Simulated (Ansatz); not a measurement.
```xyz
7

F    -2.055   -0.086    0.359
C    -0.849    0.459    0.172
Br   -0.355    0.308   -1.867
Al    0.823   -0.592    0.207
Cl    2.552    0.526    0.614
H    -0.914    1.542    0.283
H     0.798   -2.158    0.231
```

Total charge 0; spin multiplicity 1. The bonds changed during the relaxation, so this is another structure than the one it started from.

Task: List the r2SCAN/def2-TZVPP orbital energies in eV (Ansatz 0.2.0). (An estimate is asked.)

Result: Ansatz gave: Occupied: -13122.89, -2753.06, -1696.10, -1526.87, -1526.81, -1526.79, -1517.92, -667.59, -276.83, -254.46, -235.75, -192.96, -192.88, -192.87, -175.99, -175.79, -175.73, -111.37, -71.68, -71.54, -71.47, -69.82, -69.78, -69.73, -69.59, -69.59, -33.28, -21.48, -20.95, -17.75, -13.97, -13.30, -12.64, -10.77, -9.85, -8.96, -8.86, -8.50, -8.13, -8.01, -7.31. Lowest empty: -2.44, -0.90, -0.06, 0.21, 1.22, 2.25, 2.86, 3.45.
